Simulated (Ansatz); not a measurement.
# Ligand exchange through a proton shuttle

Start structure (SiN2H8F2, singlet), relaxed at PBE0-D4/def2-TZVP:

Si1  (-0.937, -0.060, -0.878)
N2  (-0.363, -1.379, 0.169)
H3  (-1.455, -0.580, -2.169)
H4  (-2.043, 0.515, -0.070)
N5  (0.368, 0.953, -1.223)
H6  (1.234, 1.051, 1.756)
F7  (1.392, 1.909, 1.372)
H8  (0.348, -0.812, 1.334)
F9  (0.839, -0.392, 2.120)
H10  (-1.107, -1.955, 0.549)
H11  (0.308, -1.991, -0.283)
H12  (0.586, 1.232, -2.163)
H13  (0.828, 1.510, -0.514)
(Å)

The step: SiN₂H₆ ([NH2][SiH2][NH2]) + HF + HF → SiNH₄F ([NH2][SiH2][F]) + NH₃ + HF (still joined by a long Si–N bond); bonds formed: Si1–F7, N2–H8, H6–F9; bonds broken: H6–F7, H8–F9; bonds weakened to dative contacts: Si1–N2. Program: Ansatz 0.2.0. Basis: def2-TZVPP and def2-QZVPP. Cores are frozen in the correlated methods. Extrapolation: Hartree–Fock as exp(−7.88 √X), correlation as X^−2.97. Energies below are by CCSD(T) at an estimated basis limit (MP2 extrapolated from triple and quadruple zeta, plus CCSD(T) − MP2 in triple zeta).

**Question.** What are the electronic barrier and the energy of the step, from the start structure to the end structure? (To be estimated.)

**Answer.** The calculation gives: Barrier 0.290 eV; step energy -0.243 eV (downhill); reverse barrier, their difference, 0.533 eV. Barrier and step energy count from the start structure, the reverse barrier from the end structure.

The saddle point: One imaginary mode of 215i cm⁻¹.
```tsv
pair	start (Å)	saddle (Å)	end (Å)
Si1–F7	3.79	2.40	1.76
N2–H8	1.48	1.14	1.03
H6–F9	1.54	1.23	0.96
Si1–N2	1.78	1.85	1.96
H6–F7	0.95	1.06	1.50
H8–F9	1.02	1.31	1.88
```

Zero-point energy (harmonic, PBE0-D4): ZPE is 2.602 eV at the start and 2.597 eV at the saddle, so the barrier goes from 0.290 to 0.285 eV.

No T1 diagnostic of these runs exceeds 0.011.

Steps of this kind, hydrogen fluoride cutting a network bond, underlie vapour etching and the fluorination step of atomic layer etching.

Labels in which every atom is bracketed show which atoms are joined, not bond orders.

For scale, one of the runs: CCSD(T)/def2-TZVPP, 278 basis functions, launched by `ansatz run in.yaml --threads 8 --pin off --events-out ev --progress --plain --max-ram 19148MiB`. Hardware: 8 CPU threads of an Intel Xeon, shared host. Wall time 4.1 min; peak host memory 8.3 GiB.
